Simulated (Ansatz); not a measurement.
```yaml
crystal:
  periodic: [false, false, false]
  atoms:
    - {symbol: B, position_ang: [0.169784, -1.061063, -2.072258]}
    - {symbol: N, position_ang: [-0.186445, -0.643624, -0.703366]}
    - {symbol: Si, position_ang: [-0.623308, -2.008721, 0.458507]}
    - {symbol: C, position_ang: [0.972240, -2.949478, 1.085440]}
    - {symbol: Si, position_ang: [-0.165185, 1.120107, -0.122249]}
    - {symbol: C, position_ang: [0.636779, 2.278872, -1.480639]}
    - {symbol: C, position_ang: [-2.008448, 1.685810, 0.239806]}
    - {symbol: C, position_ang: [0.900895, 1.200532, 1.526616]}
    - {symbol: H, position_ang: [0.514243, -0.223115, -2.945567]}
    - {symbol: H, position_ang: [0.132349, -2.288760, -2.374007]}
    - {symbol: H, position_ang: [-1.371111, -1.375508, 1.678797]}
    - {symbol: H, position_ang: [-1.599112, -2.997163, -0.249940]}
    - {symbol: H, position_ang: [1.537841, -3.412512, 0.201165]}
    - {symbol: H, position_ang: [0.689382, -3.792466, 1.811238]}
    - {symbol: H, position_ang: [1.682056, -2.230575, 1.628998]}
    - {symbol: H, position_ang: [0.025095, 2.292038, -2.449969]}
    - {symbol: H, position_ang: [0.682566, 3.353194, -1.076243]}
    - {symbol: H, position_ang: [1.704775, 1.952859, -1.742013]}
    - {symbol: H, position_ang: [-2.643803, 1.634732, -0.714704]}
    - {symbol: H, position_ang: [-2.504678, 1.019874, 1.031300]}
    - {symbol: H, position_ang: [-2.034481, 2.767546, 0.624166]}
    - {symbol: H, position_ang: [1.980872, 0.862050, 1.334738]}
    - {symbol: H, position_ang: [0.936665, 2.275951, 1.927580]}
    - {symbol: H, position_ang: [0.219784, -1.011063, -1.772258]}
basis:
  gaussian: {orbitals: def2-SVP}
total_charge: 1
magnetization: {spin_polarized: true, initial_magnetization: 1}
hamiltonian: {xc: {name: revPBE0}, dispersion: d4}
accuracy: high
scf: {lower_state_search: full}
output: {forces: true}
```

```sh
$ ansatz run in.yaml --threads 5 --pin off --events-out ev --progress --plain --max-ram 66560MiB --backend cpu
```

Output, abridged:

```
Functional definition: revPBE0
  name "revPBE0"
  cite "Zhang & Yang, Phys. Rev. Lett. 80, 890 (1998) doi:10.1103/PhysRevLett.80.890"
  cite "Adamo & Barone, J. Chem. Phys. 110, 6158 (1999) doi:10.1063/1.478522"
  cite "Perdew, Burke & Ernzerhof, Phys. Rev. Lett. 77, 3865 (1996) doi:10.1103/PhysRevLett.77.3865"
  parameter a = 0.25
  parameter kappa = 1.245
  parameter beta = 0.06672455060314922
  exchange = (1 - a)*pbe_x(kappa = kappa, mu = beta*pi^2/3) + a*exact_x
  correlation = pbe_c(beta = beta)
4882 factors; integrals over basis functions are off by at most 4.6e-8 eV
mean field evaluation 1: about -22196.8213 eV, gradient 6.6e1 eV
mean field evaluation 2: about -22197.4004 eV, gradient 6.5e1 eV
mean field evaluation 4: about -22212.1221 eV, gradient 3.6e1 eV
mean field evaluation 8: about -22223.5071 eV, gradient 2.7e0 eV
mean field evaluation 16: about -22223.6015 eV, gradient 4.6e-2 eV
mean field evaluation 32: about -22223.6016 eV, gradient 2.1e-6 eV
mean field -22223.60163352 eV, -816.7022963336 hartree, gradient 7.8e-8 eV, S^2 0.754570; 3 other end points of the search recorded, 0 dependent functions left out
the calculation of the forces begins
reference -22223.60163835 eV, -816.7022965112 hartree; 40, 39 occupied and 160, 161 virtual orbitals, 4882 factors
Total energy: -22224.91781353 eV, -816.7506650567 hartree
Atom 0 at     0.169784    -1.061063    -2.072258 Å, force   -76.993341   -78.090692  -470.517713 eV/Å
Atom 1 at    -0.186445    -0.643624    -0.703366 Å, force     1.923179    -2.155758    -6.546663 eV/Å
Atom 2 at    -0.623308    -2.008721     0.458507 Å, force    -0.242729    -2.331536     1.797535 eV/Å
Atom 3 at     0.972240    -2.949478     1.085440 Å, force     0.340046     0.303548    -0.287481 eV/Å
Atom 4 at    -0.165185     1.120107    -0.122249 Å, force     0.077174     2.802767     1.144676 eV/Å
Atom 5 at     0.636779     2.278872    -1.480639 Å, force     0.222237    -0.268763    -0.245388 eV/Å
Atom 6 at    -2.008448     1.685810     0.239806 Å, force    -0.381551    -0.615283    -0.211278 eV/Å
Atom 7 at     0.900895     1.200532     1.526616 Å, force     1.086330     1.140088    -2.396326 eV/Å
Atom 8 at     0.514243    -0.223115    -2.945567 Å, force    -0.817619    -1.633906     1.992051 eV/Å
Atom 9 at     0.132349    -2.288760    -2.374007 Å, force     0.035897     2.531844     0.785906 eV/Å
Atom 10 at    -1.371111    -1.375508     1.678797 Å, force     0.656214    -0.025040    -1.229722 eV/Å
Atom 11 at    -1.599112    -2.997163    -0.249940 Å, force     0.769913     0.970305     0.236606 eV/Å
Atom 12 at     1.537841    -3.412512     0.201165 Å, force    -0.672012     0.513611     1.065437 eV/Å
Atom 13 at     0.689382    -3.792466     1.811238 Å, force     0.163264     1.079750    -0.918154 eV/Å
Atom 14 at     1.682056    -2.230575     1.628998 Å, force    -0.873283    -0.867673    -0.630664 eV/Å
Atom 15 at     0.025095     2.292038    -2.449969 Å, force     0.640647     0.001170     1.177023 eV/Å
Atom 16 at     0.682566     3.353194    -1.076243 Å, force    -0.113387    -1.384061    -0.402178 eV/Å
Atom 17 at     1.704775     1.952859    -1.742013 Å, force    -1.239397     0.426019     0.342557 eV/Å
Atom 18 at    -2.643803     1.634732    -0.714704 Å, force     0.758623     0.088109     1.142772 eV/Å
Atom 19 at    -2.504678     1.019874     1.031300 Å, force     0.604762     0.839332    -0.937788 eV/Å
Atom 20 at    -2.034481     2.767546     0.624166 Å, force     0.306488    -1.325851    -0.485017 eV/Å
Atom 21 at     1.980872     0.862050     1.334738 Å, force    -1.309040     0.030630     0.701291 eV/Å
Atom 22 at     0.936665     2.275951     1.927580 Å, force    -0.370631    -1.490277    -0.069740 eV/Å
Atom 23 at     0.219784    -1.011063    -1.772258 Å, force    75.428216    79.461667   474.492257 eV/Å
Dipole moment:     0.105027    -0.179524    -0.436696 e Å
```

(1) Something in this input is off. What?

Answers

(1) One atom was put on top of another. The calculation finished and met its thresholds. The result belongs to that input, not to the molecule as meant.
